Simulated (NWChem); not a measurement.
System: C₃H₈Si; SMILES C=C[SiH2]C

NWChem input:

```
start job
memory heap 200 mb stack 900 mb global 1100 mb
geometry units angstroms
  Si     0.501497    -0.400018     0.457921
  C      1.942567     0.251706    -0.595348
  C     -1.113866    -0.045409    -0.445667
  C     -2.128938     0.644123     0.049939
  H      0.643017    -1.853444     0.633142
  H      0.495813     0.259335     1.769061
  H      1.869056     1.324881    -0.749069
  H      2.897117     0.052169    -0.117536
  H      1.961694    -0.219274    -1.574345
  H     -1.212297    -0.440355    -1.451234
  H     -3.038840     0.826487    -0.502982
  H     -2.095657     1.062727     1.043089
end
basis spherical
  * library def2-svp
end
dft
  xc pbe0
  iterations 150
end
driver
  maxiter 120
end
task dft optimize
task dft freq
```

Parts of the log:

```
             Northwest Computational Chemistry Package (NWChem) 7.3.0
             --------------------------------------------------------

 C1  symmetry detected

                             Geometry "geometry" -> ""
                             -------------------------

 Output coordinates in angstroms (scale by  1.889725989 to convert to a.u.)

  No.       Tag          Charge          X              Y              Z
 ---- ---------------- ---------- -------------- -------------- --------------
    1 Si                  14.0000    -0.59546323    -0.51780364    -0.04508270
    2 C                    6.0000     0.70032466    -1.89355570     0.15250920
    3 C                    6.0000     0.29562161     1.09994805    -0.41986758
    4 C                    6.0000     0.18449839     2.21293185     0.28750046
    5 H                    1.0000    -1.48719183    -0.84456876    -1.16812414
    6 H                    1.0000    -1.37993811    -0.38219871     1.18783143
    7 H                    1.0000     1.38086393    -1.68376880     0.97323714
    8 H                    1.0000     0.22700411    -2.85002335     0.35356221
    9 H                    1.0000     1.29765018    -2.00672922    -0.74805568
   10 H                    1.0000     0.95004869     1.11242871    -1.28497186
   11 H                    1.0000     0.71514296     3.12044728     0.03904119
   12 H                    1.0000    -0.44976267     2.26771859     1.15778500

 Effective nuclear repulsion energy (a.u.)     154.3247034930

                                Z-matrix (autoz)
                                --------

 Units are Angstrom for bonds and degrees for angles

[...]

      ----------------------
      Optimization converged
      ----------------------

  Step       Energy      Delta E   Gmax     Grms     Xrms     Xmax
  ---- ---------------- -------- -------- -------- -------- --------
@   14    -408.15422839 -4.8D-08  0.00004  0.00001  0.00045  0.00093
                                     ok       ok       ok       ok

                                Z-matrix (autoz)
                                --------

 Units are Angstrom for bonds and degrees for angles

[...]

 Rotational Constants
 --------------------
 A=   0.455422 cm-1  (  0.655236 K)
 B=   0.099974 cm-1  (  0.143837 K)
 C=   0.092786 cm-1  (  0.133496 K)

 Temperature                      =   298.15K
 frequency scaling parameter      =   1.0000

 Zero-Point correction to Energy  =   60.230 kcal/mol  (  0.095983 au)
 Thermal correction to Energy     =   64.278 kcal/mol  (  0.102433 au)
 Thermal correction to Enthalpy   =   64.870 kcal/mol  (  0.103377 au)

 Total Entropy                    =   77.609 cal/mol-K
   - Translational                =   38.723 cal/mol-K (mol. weight =  72.0395)
   - Rotational                   =   25.438 cal/mol-K (symmetry #  =        1)
   - Vibrational                  =   13.449 cal/mol-K

 Cv (constant volume heat capacity) =   22.369 cal/mol-K
   - Translational                  =    2.979 cal/mol-K
   - Rotational                     =    2.979 cal/mol-K
   - Vibrational                    =   16.410 cal/mol-K

[normal modes left out]

 ----------------------------------------------------------------------------
 Normal Eigenvalue ||           Projected Infra Red Intensities
  Mode   [cm**-1]  || [atomic units] [(debye/angs)**2] [(KM/mol)] [arbitrary]
 ------ ---------- || -------------- ----------------- ---------- -----------
    1       -0.000 ||    0.000547           0.013         0.533       0.217
    2        0.000 ||    0.000004           0.000         0.004       0.001
    3        0.000 ||    0.000066           0.002         0.064       0.026
    4        0.000 ||    0.000014           0.000         0.014       0.006
    5        0.000 ||    0.000097           0.002         0.095       0.039
    6        0.000 ||    0.000057           0.001         0.056       0.023
    7       81.389 ||    0.000154           0.004         0.150       0.061
    8      162.978 ||    0.000042           0.001         0.041       0.017
    9      190.183 ||    0.000319           0.007         0.311       0.127
   10      284.374 ||    0.000326           0.008         0.318       0.130
   11      477.920 ||    0.005416           0.125         5.280       2.153
   12      508.454 ||    0.014389           0.332        14.027       5.722
   13      628.863 ||    0.008826           0.204         8.604       3.509
   14      703.523 ||    0.015185           0.350        14.803       6.038
   15      735.745 ||    0.019222           0.443        18.738       7.643
   16      762.057 ||    0.073755           1.702        71.900      29.327
   17      883.138 ||    0.034999           0.807        34.119      13.917
   18      904.644 ||    0.254190           5.864       247.797     101.073
   19      942.862 ||    0.091126           2.102        88.834      36.234
   20      991.357 ||    0.034535           0.797        33.666      13.732
   21     1012.756 ||    0.009779           0.226         9.533       3.888
   22     1045.017 ||    0.009511           0.219         9.271       3.782
   23     1261.649 ||    0.020923           0.483        20.396       8.319
   24     1275.064 ||    0.000365           0.008         0.356       0.145
   25     1419.273 ||    0.015786           0.364        15.389       6.277
   26     1430.454 ||    0.004157           0.096         4.052       1.653
   27     1431.858 ||    0.003489           0.080         3.401       1.387
   28     1687.587 ||    0.007227           0.167         7.045       2.874
   29     2206.139 ||    0.136853           3.157       133.411      54.417
   30     2214.384 ||    0.110719           2.554       107.934      44.025
   31     3059.323 ||    0.003123           0.072         3.044       1.242
   32     3135.040 ||    0.012940           0.299        12.615       5.146
   33     3149.876 ||    0.004146           0.096         4.042       1.649
   34     3164.602 ||    0.002958           0.068         2.884       1.176
   35     3168.441 ||    0.002540           0.059         2.476       1.010
   36     3232.661 ||    0.007583           0.175         7.392       3.015
 ----------------------------------------------------------------------------
```

Level: PBE0/def2-SVP.
